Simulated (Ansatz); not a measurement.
Basis sets compared for B₃W₃. Charge 0, multiplicity 2. Geometry PBE-D4/def2-SVP. Ansatz on 4 threads of Arm Neoverse V1 on a shared host; times are rough, and most runs start from earlier orbitals.

```tsv
atom	x (Å)	y (Å)	z (Å)
W1	-0.384	-1.358	-0.343
W2	0.833	0.454	-1.384
W3	-0.273	1.297	0.595
B4	-1.365	0.374	-0.897
B5	-0.088	-0.538	1.534
B6	1.277	-0.229	0.495
```

In the def2 sets W takes a core potential; there is no spin–orbit coupling. The structure comes from a short search, and lower isomers may exist.

```tsv
level	functions	energy (Eh)	HOMO (eV)	LUMO (eV)	wall time
PBE-D4/def2-SVP	138	-275.6505	-4.06	-3.26	5.5 s
PBE0-D4/def2-SVP	138	-275.4522	-4.97	-2.45	8 s
```

**Question.** Estimate the rows for PBE-D4/def2-TZVP (with forces), PBE0-D4/def2-TZVP.

**Answer.** 
```
                         level  functions  energy (Eh)  HOMO (eV)  LUMO (eV)  wall time
PBE-D4/def2-TZVP (with forces)        213    -275.7586      -4.04      -3.29        9 s
             PBE0-D4/def2-TZVP        213    -275.5653      -4.93      -2.45       13 s
```
